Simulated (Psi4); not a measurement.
Noncovalent pair: H2 (SMILES [H][H]) (first 2 atoms) with H2 (SMILES [H][H]); geometry from B3LYP-D3(BJ)/def2-TZVP, rigid monomers moved along the line of their centres of mass till H1···H4 is 4.11 Å.
(charge 0, multiplicity 1):
```xyz
4

H      0.0192     0.2192    -0.2821
H      0.1870    -0.1096    -0.9280
H     -0.2973     0.1963     4.1786
H     -0.0509    -0.3814     3.7797
```

Level of theory: Psi4 with SAPT0/jun-cc-pV(D+d)Z.

Task: Which attractive term is largest, and how does the interaction split up?

Result: electrostatics -0.01, exchange 0.00, induction 0.00, dispersion -0.01, total -0.01 kcal/mol; the largest attraction is electrostatics.
